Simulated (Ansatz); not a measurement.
Cost and result for the atomization energy of CHBOS2 (`O=C1SB1S`) (6 atoms, 6 bonds).

```xyz
6

O    -1.943    0.059   -1.103
C    -0.934   -0.093   -0.595
S     0.499   -1.905   -0.726
B     0.414   -0.368    0.045
S     1.405    0.633    1.157
H     0.559    1.675    1.221
```

Total charge 0; spin multiplicity 1. The structure was optimised at the PBE0-D4/def2-TZVP level. It is one conformer, not always the lowest. Program: Ansatz. All runs use 2 threads of an AMD EPYC 9B45 on a shared host. Times are those of one run each, without the atoms' runs, and a repeat can differ threefold. Electronic energies, without spin–orbit coupling; frozen cores. CCSD(T)/CBS adds CCSD(T) − MP2 in def2-TZVPP to the MP2 limit, and its time is that of the two runs behind it. T1 = 0.020. B3LYP takes the VWN-RPA correlation (the form of Gaussian; ORCA's B3LYP/G). HSE06 is the plane-wave form, built on full-range PBE exchange.

CCSD(T)/CBS is a level of theory with its own doubt, some kJ/mol a heavy atom from the limit and from the frozen cores, so smaller differences don't rank the functionals.

```csv
level,functions,wall time,atomization (kcal/mol),difference from CCSD(T)/CBS,per bond
LDA (SPW92)/def2-TZVPP,191,0.6 s,710.9,126.9,21.2
revPBE-D4/def2-TZVPP,191,0.85 s,606.6,22.6,3.8
CCSD(T)/def2-SVP,83,1.2 s,551.8,-32.2,-5.4
BHLYP-D4/def2-TZVPP,191,1.4 s,551.8,-32.2,-5.4
HSE06-D4/def2-TZVPP,191,1.5 s,599.6,15.6,2.6
B3LYP-D4/def2-TZVPP (with forces),191,1.9 s,588.4,4.4,0.7
PBE-QIDH/def2-TZVPP,191,2.4 s,587.5,3.5,0.6
B97M-V/def2-TZVPP,191,2.8 s,602.6,18.6,3.1
ωB97X-V/def2-TZVPP,191,3.4 s,587.7,3.7,0.6
ωB97M-V/def2-TZVPP (with forces),191,4.3 s,592.5,8.5,1.4
MP2/def2-QZVPP,341,7 s,607.5,23.5,3.9
CCSD(T)/def2-TZVPP,191,21 s,565.5,-18.5,-3.1
CCSD(T)/CBS(def2),–,28 s,584.0,0.0,0.0
```

From BLYP to BHLYP (50 % exact exchange), in def2-TZVPP and without D4, the atomization energy moves by −45.3 kcal/mol: exact exchange takes away binding that semilocal exchange gives to molecules. In def2-TZVPP, CCSD(T) changes the Hartree–Fock value by +181.4 kcal/mol (the triples alone add +21.1 kcal/mol) and MP2 by +212.7 kcal/mol; breaking electron pairs costs correlation energy, which Hartree–Fock lacks. At CCSD(T), def2-SVP lies −32.2 kcal/mol from the extrapolated value and def2-TZVPP −18.5 kcal/mol: correlation converges slowly with the basis, and small sets miss more of it in the bonded molecule than in its fragments.
